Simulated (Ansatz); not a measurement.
`C[CH](C)[AlH][OH]` + `[F][AlH][NH][SiH3]` → `C[N]([SiH3])[AlH][F]` + `C[CH2][AlH][OH]`  (substitution at a C–C bond)

Computed with Ansatz on PBE0-D4/def2-TZVP structures; ΔE is electronic, products minus reactants. CBS: MP2 limit from def2 TZ/QZ plus the TZ coupled-cluster correction, frozen cores. Functionals use def2-TZVPP. Each species was taken in one conformer, which may not be the lowest.

Task: Is it downhill or uphill in electronic energy at CCSD(T)/CBS, and by how much? (An estimate is asked.)

Result: Computed: Uphill: ΔE = +9.6 kcal/mol.

Task: What do these levels give: PBE0-D4, ωB97M-V, B2PLYP, PBE0, CCSD/def2-TZVPP, CCSD/CBS(def2)? (Estimate.)

Result: Computed: PBE0-D4 8.9, ωB97M-V 9.2, B2PLYP 9.1, PBE0 9.2, CCSD/def2-TZVPP 9.5, CCSD/CBS(def2) 9.8 kcal/mol.

Largest T1 diagnostic among the species: 0.012.
